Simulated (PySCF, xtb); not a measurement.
C3H3, SMILES C([CH2])#C, multiplicity 2.

Geometry optimised at ωB97X-D3(BJ)/def2-TZVP. The isomer is the one that the SMILES or the coordinates give; other isomers of the formula were not compared.

These are C-PCM-B3LYP/def2-SVP (PySCF) values and carry that method's errors.

The values are the electrostatic part of the solvation free energy, E(continuum) − E(gas) at the gas-phase geometry, in a cavity of scaled van der Waals radii (PySCF's table); cavitation and dispersion terms are not included. The dipole moment in vacuum is 0.06 D.

Computed values in water (ε = 78.36), benzene (ε = 2.27), n-hexane (ε = 1.88):
```json
[
 {"solvent": "water", "ε": "78.36", "ΔG(elec) (kcal/mol)": "-2.4", "dipole (D)": "0.16"},
 {"solvent": "benzene", "ε": "2.27", "ΔG(elec) (kcal/mol)": "-1.3", "dipole (D)": "0.11"},
 {"solvent": "n-hexane", "ε": "1.88", "ΔG(elec) (kcal/mol)": "-1.1", "dipole (D)": "0.10"}
]
```

For comparison, GFN2-xTB/ALPB(water) (xtb, at the GFN2-xTB geometry, all terms of that model) gives -0.9 kcal/mol.
